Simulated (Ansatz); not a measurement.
C2H6BNO can be A, `BNC(C)=O`, or B, `CC1OB1N`.

Computed with Ansatz on PBE0-D4/def2-TZVP structures; ΔE is electronic, products minus reactants. CCSD(T)/CBS is the MP2 limit (def2-TZVPP, def2-QZVPP) plus CCSD(T) − MP2 in def2-TZVPP, frozen cores. DFT in def2-TZVPP. B3LYP here is the variant with VWN-RPA as its local correlation; programs differ in this. One conformer a species, not always the lowest.

(1) Which isomer does CCSD(T)/CBS put lower? Give the gap. (Estimate.)

(2) Give E(B) − E(A) in kJ/mol with B2PLYP, ωB97M-V, HF/def2-TZVPP, B3LYP-D4, CCSD/def2-TZVPP, PBE0-D4, r2SCAN-D4. (An estimate is asked.)

Largest T1 diagnostic: 0.015.

Results:

(1) The calculation gave: B, by 25.2 kJ/mol.

(2) Ansatz gave: B2PLYP -19.0, ωB97M-V -25.7, HF/def2-TZVPP 10.2, B3LYP-D4 -15.7, CCSD/def2-TZVPP -20.7, PBE0-D4 -29.0, r2SCAN-D4 -25.7. The order is the other way round with HF/def2-TZVPP.

In def2-TZVPP, CCSD(T) changes the Hartree–Fock value by −31.3 kJ/mol (the triples alone add −0.3 kJ/mol) and MP2 by −39.1 kJ/mol.
